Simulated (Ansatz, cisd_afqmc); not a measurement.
Species: BrCl, charge 0, singlet. BrCl (SMILES ClBr).
B3LYP-D3(BJ)/def2-TZVP minimum from Ansatz (a first-principles code):
```xyz
2

Cl     0.0000     0.0000    -1.4574
Br     0.0000     0.0000     0.7079
```

Total energies in def2-TZVPP, 14 correlated electrons, 19 frozen orbitals. UHF or UKS for unpaired electrons; spin-orbit terms are left out. Cores are frozen in correlated methods (noble-gas shells, and filled d and f shells in the p block). No relativity. AFQMC is phaseless with a CISD trial state; ± is one standard error, without the phaseless bias. Outlying blocks are dropped, and bars are widened where a walk drifts. Over all cases where full CI ran beside it in this data, AFQMC minus full CI had a median of +0.1 mEh and passed +0.4 mEh in a tenth of the cases. Spin-orbit terms, left out, reach several kcal/mol for Br and I, and more for heavier atoms.

```json
[
 {"method": "HF", "program": "Ansatz", "energy (Eh)": "-3031.90155", "minus CCSDT(Q) (mEh)": "400.78"},
 {"method": "MP2", "program": "Ansatz", "energy (Eh)": "-3032.25291", "minus CCSDT(Q) (mEh)": "49.42"},
 {"method": "CCSD", "program": "Ansatz", "energy (Eh)": "-3032.28416", "minus CCSDT(Q) (mEh)": "18.16"},
 {"method": "CCSD(T)", "program": "Ansatz", "energy (Eh)": "-3032.30053", "minus CCSDT(Q) (mEh)": "1.80"},
 {"method": "CCSDT(Q)", "program": "Ansatz", "energy (Eh)": "-3032.30233", "minus CCSDT(Q) (mEh)": "0.00"},
 {"method": "AFQMC/CISD", "program": "cisd_afqmc", "energy (Eh)": "-3032.3019 ± 0.0004", "minus CCSDT(Q) (mEh)": "0.4 ± 0.4"}
]
```

Rough core times of Ansatz's runs on a shared machine: CCSD(T) under 20 s, CCSDT(Q) 3 min.
